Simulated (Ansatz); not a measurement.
`[SiH3]O[SiH2]Br` → `O[SiH3]` + `[SiH]Br`  (silylene formation by 1,1-elimination)

Calculated with Ansatz (gas phase, PBE0-D4/def2-TZVP geometries, no zero-point term in ΔE). CCSD(T)/CBS adds triple-zeta CCSD(T) − MP2 to the extrapolated MP2 energy (def2 sets, frozen cores). Functionals use def2-TZVPP. For Br outer-core shells are correlated without core-valence functions, which leaves a few kJ/mol of doubt a bond. Scalar relativity is left out up to krypton. Each species was taken in one conformer, which may not be the lowest.

```tsv
species	revPBE-D4 energy (Eh)
`[SiH3]O[SiH2]Br`	-3231.19608
`O[SiH3]`	-367.11688
`[SiH]Br`	-2863.97034
```

Task: Work out ΔE.

Result: ΔE = (-367.11688) + (-2863.97034) − (-3231.19608) = 0.10886 Eh = +285.8 kJ/mol. CCSD(T)/CBS gives +311.3 kJ/mol.

Largest T1 diagnostic among the species: 0.011.

The D4 term adds +16.1 kJ/mol with B3LYP and +8.9 kJ/mol with PBE0; it sums over pairs of atoms, weighted by their polarisabilities, and B3LYP, whose exchange is more repulsive, gets the larger term. From r2SCAN to r2SCAN0 (25 % exact exchange), in def2-TZVPP and without D4, ΔE moves by +6.2 kJ/mol. At CCSD(T), def2-SVP lies −22.3 kJ/mol from the extrapolated value and def2-TZVPP −6.4 kJ/mol.

B3LYP here is the variant with VWN-RPA as its local correlation; programs differ in this.
